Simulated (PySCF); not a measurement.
**SnBr₂ + Cl₂ → SnCl₂ + Br₂**

Level: PBE0 in the def2-TZVP basis family, computed in PySCF with density fitting; scalar-relativistic core potentials for atoms from Rb on, none lighter, no spin–orbit coupling; open shells unrestricted.

| species | state and structure | E (Eh) | ZPE (kJ/mol) | H(298 K) − H(0) (kJ/mol) | S° (J/(mol K)) |
| --- | --- | --- | --- | --- | --- |
| SnBr₂ | singlet, C2v, Sn–Br 2.519 Å (×2); Br–Sn–Br 99.5° | -5362.14718 | 3.4 | 14.6 | 328.7 |
| Cl₂ | singlet, D∞h, Cl–Cl 1.982 Å | -920.08940 | 3.5 | 9.1 | 222.5 |
| SnCl₂ | singlet, C2v, Sn–Cl 2.363 Å (×2); Cl–Sn–Cl 98.6° | -1134.54929 | 4.9 | 13.6 | 305.7 |
| Br₂ | singlet, D∞h, Br–Br 2.281 Å | -5147.70672 | 2.0 | 9.7 | 244.8 |

Problem. What is the electronic reaction energy?

Solution. At PBE0/def2-TZVP, ΔE = -51.0 kJ/mol from the differences of the total energies times 2625.5, downhill. Chlorination of this kind underlies dry etching.

Problem. Add zero-point, thermal and entropy terms for 298.15 K and 1 bar.

Solution. ΔZPE = 0.0 and Δ[H(298) − H(0)] = -0.4 kJ/mol give ΔH° = -51.4 kJ/mol. ΔS° = -0.7 J/(mol K), so ΔG° = -51.4 − 298.15 × (-0.0007) = -51 kJ/mol and log₁₀K = 9.0.

Each species is the lowest minimum found with this bonding; other isomers or fragments can lie lower.
